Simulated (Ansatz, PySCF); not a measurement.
Protons, H atoms and electrons added to or taken from CN. All species are isolated molecules in the gas phase. One relaxed conformer stands for each flexible species; it need not be the lowest. Strings in code marks are SMILES.

Quantity: electronic energy of isomers of CH4N (charge -1) relative to `C[NH-]`, in eV. Levels without diffuse functions put anions too high.

Level 1: frozen-core MP2/aug-cc-pVTZ // r2SCAN-D4/def2-TZVPD (Ansatz, a first-principles code)
Level 2: B3LYP/3-21G // r2SCAN-D4/def2-TZVPD (PySCF)
Level 3: SVWN5/6-31G* // r2SCAN-D4/def2-TZVPD (PySCF)
Level 4: HF/STO-3G // r2SCAN-D4/def2-TZVPD (PySCF)

```csv
species,level 2,level 3,level 4
`[CH2-]N` (not the most acidic site),0.81,1.18,0.52
```

Task: What does level 1 give for each?

Result: 
- `[CH2-]N` (not the most acidic site): 0.77
